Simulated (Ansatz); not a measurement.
F2Si (SMILES F[Si]F) moved off its minimum; all values from Ansatz (a first-principles code), cores frozen in correlated methods.
(charge 0, multiplicity 1)
```xyz
3

Si     0.0457    -0.1305     0.4287
F      1.0615    -0.6839    -0.3454
F     -1.0130     0.6539    -0.3064
```

```tsv
level	largest force (eV/Å)	on atom	rms difference from CCSD(T)/aug-cc-pV(T+d)Z (eV/Å)	dipole (D)
HF/def2-TZVPP	11.99	Si1	0.517	0.94
PBE/def2-TZVPP	13.10	F2	0.343	0.76
r2SCAN/def2-TZVPP	12.45	Si1	0.039	0.86
B3LYP/def2-TZVPP	12.60	F2	0.093	0.73
wB97M-V/def2-TZVPP	12.61	F2	0.083	0.73
MP2/aug-cc-pV(T+d)Z	12.63	F2	0.061	0.80
CCSD(T)/aug-cc-pV(T+d)Z	12.52	F2	0.000	0.76
```

The differences count from one level among others, with limits of its own. Forces at CCSD(T)/aug-cc-pV(T+d)Z (eV/Å):

| atom | Fx | Fy | Fz |
|---|---|---|---|
| Si1 | -6.360 | 2.714 | 10.425 |
| F2 | 8.702 | -4.592 | -7.737 |
| F3 | -2.342 | 1.878 | -2.687 |

Doubts at one or more of the structures used: a restricted determinant that unrestricted orbitals would lower (MP2/aug-cc-pV(T+d)Z, CCSD(T)/aug-cc-pV(T+d)Z).
